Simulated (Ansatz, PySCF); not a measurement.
chlorobenzene (C6H5Cl), SMILES Clc1ccccc1. Atoms are numbered in the order given.

```xyz
12

Cl     0.0000     0.0000     2.2495
C      0.0000     0.0000     0.5161
C      0.0000    -1.2138    -0.1701
C      0.0000    -1.2057    -1.5634
C      0.0000     0.0000    -2.2635
C      0.0000     1.2057    -1.5634
C      0.0000     1.2138    -0.1701
H      0.0000    -2.1505     0.3895
H      0.0000    -2.1548    -2.1046
H      0.0000     0.0000    -3.3556
H      0.0000     2.1548    -2.1046
H      0.0000     2.1505     0.3895
```

Geometry optimised at PBE0-D3(BJ)/def2-SVP.

Two levels are set side by side: PBE-D3(BJ)/def2-SVP (Ansatz, an electronic-structure program) and PBE0-D3(BJ)/def2-SVP (Ansatz). Each level has its own optimised geometry; the coordinates shown are those of the second. Frequencies come from the Hessian of PySCF at each geometry. Differences are taken from unrounded values.

| quantity | PBE0-D3(BJ) | PBE-D3(BJ) | PBE-D3(BJ) minus PBE0-D3(BJ) |
|---|---|---|---|
| mean bond length (Å) | 1.296 | 1.306 | 0.009 |
| bond Cl1–C2 (Å) | 1.733 | 1.747 | 0.014 |
| bond C2–C3 (Å) | 1.394 | 1.405 | 0.010 |
| bond C2–C7 (Å) | 1.394 | 1.405 | 0.010 |
| bond C3–C4 (Å) | 1.393 | 1.403 | 0.010 |
| bond C4–C5 (Å) | 1.394 | 1.404 | 0.010 |
| bond C5–C6 (Å) | 1.394 | 1.404 | 0.010 |
| bond C6–C7 (Å) | 1.393 | 1.403 | 0.010 |
| bond C3–H8 (Å) | 1.091 | 1.099 | 0.008 |
| bond C4–H9 (Å) | 1.093 | 1.101 | 0.008 |
| bond C5–H10 (Å) | 1.092 | 1.100 | 0.008 |
| bond C6–H11 (Å) | 1.093 | 1.101 | 0.008 |
| bond C7–H12 (Å) | 1.091 | 1.099 | 0.008 |
| highest harmonic wavenumber (cm⁻¹) | 3238 | 3146 | -92 |
| mean harmonic wavenumber (cm⁻¹) | 1342 | 1298 | -44 |
| zero-point energy (kcal/mol) | 57.57 | 55.68 | -1.89 |

Exact exchange shortens and stiffens bonds; PBE has none. Differences between two approximate levels are no errors against the true value.
